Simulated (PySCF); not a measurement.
VOF3 (singlet state).
Numbering: `[O:1]=[V:2]([F:3])([F:4])[F:5]`

Computed by this run: PySCF 2.14.0, PBE0-D3(BJ)/def2-SVP geometry optimisation, gas phase; density fitting, grid level 1; the optimiser is geomeTRIC in internal coordinates, started from a GFN2-xTB structure with every atom displaced at random (about 0.01 Å).

At the end of the run (lengths in Å): V2–F5 1.699, V2–F3 1.699, V2–F4 1.699, O1=V2 1.531, F3–V2–F4 110.8°, O1–V2–F3 108.2°.

**Question.** These geometries were met on the way; a selection of coordinates is given. Order them by energy above the end point, lowest first.
A. V2–F5 1.730, V2–F3 1.725, V2–F4 1.704, O1=V2 1.525, F3–V2–F4 111.1°, O1–V2–F3 107.9°
B. V2–F5 1.623, V2–F3 1.628, V2–F4 1.655, O1=V2 1.529, F3–V2–F4 111.5°, O1–V2–F3 108.7°
C. V2–F5 1.695, V2–F3 1.694, V2–F4 1.693, O1=V2 1.530, F3–V2–F4 111.0°, O1–V2–F3 108.1°

**Answer.** C (0.002 eV), A (0.030 eV), B (0.284 eV).

| step | E above end (eV) | rms distance from the end, all atoms (Å) | largest force (eV/Å) | rms shift of all bonds from the end (Å) |
| --- | --- | --- | --- | --- |
| 3 | 0.002 | 0.005 | 0.217 | 0.004 |
| 2 | 0.030 | 0.017 | 1.203 | 0.021 |
| 0 | 0.284 | 0.049 | 3.499 | 0.057 |

Rows stand in the order of the answer.
